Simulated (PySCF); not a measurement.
# Basis-set dependence of population analyses: `FB(F)[BH2-][PH3+]`

Compound: B₂F₂H₅P.
Cartesian coordinates in Å at the PBE0-D3(BJ)/def2-SVP level; atoms count from 1:
```
atom  x, y, z in Å
F1     2.648   -0.444   -0.087
B2     1.450   -0.051    0.318
F3     1.443    0.425    1.573
B4     0.058   -0.140   -0.647
P5    -1.377    0.581    0.393
H6    -0.284   -1.284   -0.904
H7     0.105    0.563   -1.645
H8    -2.679    0.605   -0.166
H9    -1.259    1.929    0.809
H10   -1.649   -0.039    1.636
```

PBE0 throughout (PySCF), one geometry, spherical d and f functions. One conformer (not necessarily the lowest) at the PBE0-D3(BJ)/def2-SVP geometry, without solvent, vibrations or thermal averaging. Atoms taken as equivalent share a column and are averaged.

Mulliken charges (e):

```
        basis  functions   F1/F3      B2      B4      P5   H6/H7  H8/H9/H10
       STO-3G         34  -0.151  +0.231  -0.224  +0.483  -0.080     -0.009
        6-31G         59  -0.322  +0.691  -0.466  +0.237  +0.015     +0.050
     pcSseg-0         59  -0.331  +0.911  -0.908  -0.129  +0.153     +0.161
       6-31G*         84  -0.276  +0.642  -0.510  +0.156  +0.023     +0.073
      cc-pVDZ         99  -0.120  +0.345  -0.539  +0.203  +0.010     +0.071
     def2-SVP         99  -0.130  +0.396  -0.583  +0.237  +0.030     +0.050
  aug-cc-pVDZ        164  -0.448  +1.020  -1.456  -0.968  +0.582     +0.379
6-311+G(2d,p)        173  -0.326  +0.461  -0.291  +0.114  +0.033     +0.101
    def2-TZVP        191  -0.253  +0.574  -0.528  +0.079  +0.022     +0.112
      cc-pVTZ        224  -0.204  +0.470  -0.590  +0.199  +0.048     +0.077
     IGLO-III        234  -0.371  +0.694  -0.348  +0.561  -0.017     -0.043
```

IAO charges (e):

```
        basis  functions   F1/F3      B2      B4      P5   H6/H7  H8/H9/H10
       STO-3G         34  -0.182  +0.335  -0.567  +0.581  -0.006     +0.009
        6-31G         59  -0.315  +0.600  -0.658  +0.473  +0.044     +0.043
     pcSseg-0         59  -0.301  +0.580  -0.679  +0.437  +0.048     +0.056
       6-31G*         84  -0.324  +0.645  -0.690  +0.601  +0.041     +0.003
      cc-pVDZ         99  -0.320  +0.633  -0.707  +0.598  +0.046     +0.007
     def2-SVP         99  -0.319  +0.632  -0.706  +0.614  +0.043     +0.003
  aug-cc-pVDZ        164  -0.329  +0.645  -0.707  +0.596  +0.047     +0.010
6-311+G(2d,p)        173  -0.331  +0.652  -0.717  +0.624  +0.048     +0.002
    def2-TZVP        191  -0.333  +0.660  -0.720  +0.629  +0.048      0.000
      cc-pVTZ        224  -0.332  +0.658  -0.717  +0.613  +0.048     +0.005
     IGLO-III        234  -0.333  +0.658  -0.719  +0.628  +0.048     +0.001
```

Hirshfeld charges (e):

```csv
basis,functions,F1/F3,B2,B4,P5,H6/H7,H8/H9/H10
STO-3G,34,-0.095,+0.108,-0.173,+0.440,-0.107,+0.010
6-31G,59,-0.154,+0.204,-0.171,+0.316,-0.067,+0.031
pcSseg-0,59,-0.152,+0.195,-0.176,+0.337,-0.076,+0.033
6-31G*,84,-0.147,+0.210,-0.172,+0.303,-0.064,+0.026
cc-pVDZ,99,-0.141,+0.194,-0.178,+0.316,-0.066,+0.027
def2-SVP,99,-0.148,+0.204,-0.184,+0.329,-0.067,+0.026
aug-cc-pVDZ,164,-0.158,+0.225,-0.176,+0.302,-0.062,+0.030
"6-311+G(2d,p)",173,-0.164,+0.234,-0.174,+0.310,-0.062,+0.027
def2-TZVP,191,-0.160,+0.230,-0.175,+0.302,-0.062,+0.029
cc-pVTZ,224,-0.156,+0.225,-0.176,+0.302,-0.063,+0.029
IGLO-III,234,-0.162,+0.231,-0.176,+0.304,-0.064,+0.031
```

ESP-fitted charges (e):

```csv
basis,functions,F1/F3,B2,B4,P5,H6/H7,H8/H9/H10
STO-3G,34,-0.188,+0.460,-0.610,+0.554,-0.023,+0.006
6-31G,59,-0.346,+0.738,-0.464,+0.430,-0.033,+0.018
pcSseg-0,59,-0.337,+0.728,-0.441,+0.310,-0.036,+0.050
6-31G*,84,-0.262,+0.534,-0.301,+0.360,-0.061,+0.018
cc-pVDZ,99,-0.263,+0.509,-0.239,+0.297,-0.071,+0.034
def2-SVP,99,-0.278,+0.557,-0.297,+0.325,-0.059,+0.029
aug-cc-pVDZ,164,-0.282,+0.542,-0.198,+0.290,-0.083,+0.032
"6-311+G(2d,p)",173,-0.298,+0.594,-0.268,+0.299,-0.064,+0.032
def2-TZVP,191,-0.294,+0.591,-0.261,+0.303,-0.067,+0.029
cc-pVTZ,224,-0.284,+0.564,-0.244,+0.295,-0.071,+0.031
IGLO-III,234,-0.291,+0.580,-0.255,+0.290,-0.066,+0.033
```

Some averages cover members that differ in this geometry, most widely: F1/F3, Mulliken in cc-pVDZ -0.140 to -0.100; F1/F3, Mulliken in def2-SVP -0.149 to -0.111; F1/F3, Mulliken in IGLO-III -0.389 to -0.353; F1/F3, Mulliken in cc-pVTZ -0.221 to -0.186 e.

Which scheme is steadiest as the basis changes?

Largest range over the bases for any column: Hirshfeld 0.14 e, IAO 0.32 e, ESP-fitted 0.41 e, Mulliken 1.53 e. Hirshfeld charges move least and Mulliken charges most, counted in e. Without the minimal STO-3G basis the ranges are Hirshfeld 0.04, IAO 0.19, ESP-fitted 0.27, Mulliken 1.53 e.

How much do the charges still move between the two largest bases, cc-pVTZ and IGLO-III?

At most, over all atoms: Mulliken 0.361 e, IAO 0.015 e, Hirshfeld 0.008 e, ESP-fitted 0.016 e.

What do the same runs give for the total energy, the frontier levels and the dipole moment?

```
        basis  energy (Eh)  HOMO (eV)  LUMO (eV)  μ (D)
       STO-3G    -586.1129      -3.88       5.35   5.48
        6-31G    -593.3253      -7.96       0.64   5.48
     pcSseg-0    -592.4709      -8.21       0.45   5.52
       6-31G*    -593.4207      -7.86       0.56   4.71
      cc-pVDZ    -593.4599      -8.00       0.42   4.88
     def2-SVP    -593.1564      -8.05       0.47   4.96
  aug-cc-pVDZ    -593.4776      -8.18      -0.63   4.90
6-311+G(2d,p)    -593.5479      -8.25      -0.52   4.93
    def2-TZVP    -593.5748      -8.20       0.08   4.84
      cc-pVTZ    -593.5649      -8.17       0.15   4.83
     IGLO-III    -593.5808      -8.22      -0.04   4.88
```

The dipole is fixed by the density alone, so its range of 0.81 D shows that the density itself changes with the basis, not only its division among atoms.
